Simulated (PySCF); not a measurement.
Level of theory: PBE-D3(BJ)/def2-TZVP // PBE0-D3(BJ)/def2-TZVP (PySCF). Gas-phase values, no solvent. One relaxed conformer stands for a flexible species; it need not be the lowest. Excitations are Tamm–Dancoff values on a coarser integration grid. The basis has no diffuse functions, so Rydberg states are missing or too high.

Reference species (SMILES): `S(SSC)S` (neutral, multiplicity 1).

```
Property               Result
-------------------  --------
HOMO                 -5.74 eV
HOMO–LUMO gap         3.57 eV
T1 excitation (TDA)   3.34 eV
```

After one change: the HOMO increases by 0.02 eV; the HOMO–LUMO gap falls by 0.02 eV; the T1 excitation (TDA) goes up by 0.07 eV.

### Question
Name the change that produced these shifts. The new species is one of these.
(A) `SCSSS`
(B) `SSCSS`
(C) `SSC(S)S`

### Answer
A, `SCSSS`
